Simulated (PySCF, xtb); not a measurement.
C2H5NO2Si, SMILES C1O[Si@@H](C=N1)O. The values are those of a single conformer.

Harmonic wavenumbers (cm⁻¹) from GFN2-xTB (xtb) at its own minimum, in rising order: 127, 166, 217, 280, 407, 486, 575, 672, 687, 769, 794, 814, 824, 945, 987, 1025, 1027, 1169, 1226, 1280, 1450, 1678, 2388, 2896, 2930, 3074, 3644.

### Question
What does B3LYP-D3(BJ)/def2-SVP (PySCF) give at its own minimum? (Estimate from the structure and the level; the computed values follow.)

### Answer
133, 193, 297, 348, 435, 515, 666, 696, 765, 803, 851, 873, 912, 942, 965, 1074, 1078, 1241, 1306, 1357, 1464, 1656, 2299, 3023, 3064, 3117, 3868. Paired by order, the mean absolute difference is 62 cm⁻¹ and the zero-point energies are 46.5 and 48.5 kcal/mol.
